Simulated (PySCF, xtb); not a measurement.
Al(F)(Me)(NHMe) (C2H7AlFN), SMILES C[NH][Al]([CH3])[F]. Other conformers were not sampled.

Harmonic wavenumbers (cm⁻¹) from GFN2-xTB run with xtb at its own minimum, in rising order: 63, 82, 106, 146, 164, 231, 247, 491, 530, 603, 614, 743, 799, 1019, 1108, 1124, 1283, 1316, 1416, 1440, 1453, 1490, 1501, 2914, 2939, 2958, 2963, 2974, 3014, 3344.

Q: What does PBE-D3(BJ)/def2-SVP (PySCF) give at its own minimum? (Estimate from the structure and the level; the computed values follow.)

A: 63, 118, 122, 162, 194, 217, 300, 532, 555, 644, 663, 759, 855, 1042, 1099, 1139, 1170, 1339, 1378, 1378, 1402, 1412, 1447, 2911, 2963, 2973, 3031, 3066, 3077, 3494. Paired by order, the mean absolute difference is 42 cm⁻¹ and the zero-point energies are 55.9 and 56.5 kcal/mol.
